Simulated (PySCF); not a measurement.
Some computed properties have been withheld. Give your best values.

Compound: C6H8S2.
SMILES: `CC#CC1SCCS1`

```tsv
property	level	value
point group of the GFN2-xTB geometry	GFN2-xTB	?
rotational constants A, B, C of the GFN2-xTB geometry	GFN2-xTB	?
dipole moment	CAM-B3LYP/def2-SVPD	2.11 D
HOMO energy	CAM-B3LYP/def2-SVPD	?
LUMO energy	CAM-B3LYP/def2-SVPD	?
lowest singlet excitation	TDDFT CAM-B3LYP/def2-SVPD	?
strongest line among the 8 lowest singlet transitions	TDDFT CAM-B3LYP/def2-SVPD	?
lowest triplet excitation (Tamm–Dancoff)	TDA CAM-B3LYP/def2-SVPD	?
static isotropic polarisability	CAM-B3LYP/def2-SVPD	108.3 au
electronic spatial extent ⟨r²⟩ about the centre of nuclear charge	CAM-B3LYP/def2-SVPD	1481 bohr²
```

Gas-phase values; electronic properties from PySCF, density fitting. Isolated species at its GFN2-xTB geometry (one conformer only).

The rotational constants A, B, C of the GFN2-xTB geometry?

2.159, 0.991, 0.859 GHz.

What is the LUMO energy?

0.73 eV.

What is the point group of the GFN2-xTB geometry?

C1.

What is the lowest singlet excitation?

4.77 eV (260 nm, f = 0.001).

Give the strongest line among the 8 lowest singlet transitions.

S7 at 6.36 eV (195 nm, f = 0.035).

What is the HOMO energy?

-7.63 eV.

Give the lowest triplet excitation (Tamm–Dancoff).

4.30 eV.

The rotational constants make it an asymmetric top with κ = (2B − A − C)/(A − C) = -0.80, nearer the prolate limit (−1). With B = h/(8π²I), that is 505.379 GHz u Å² over I, the principal moments of inertia are 234.0, 509.9 and 588.6 u Å² (most abundant isotopes). No computed singlet falls in the visible range (750 to 380 nm, 1.65 to 3.26 eV); S1 lies 1.51 eV above its blue end. The vertical singlet–triplet gap S1 − T1 is 0.47 eV (TDDFT singlet less Tamm–Dancoff triplet; S1: HOMO→LUMO, weight 0.71; T1: HOMO→LUMO, weight 0.61).
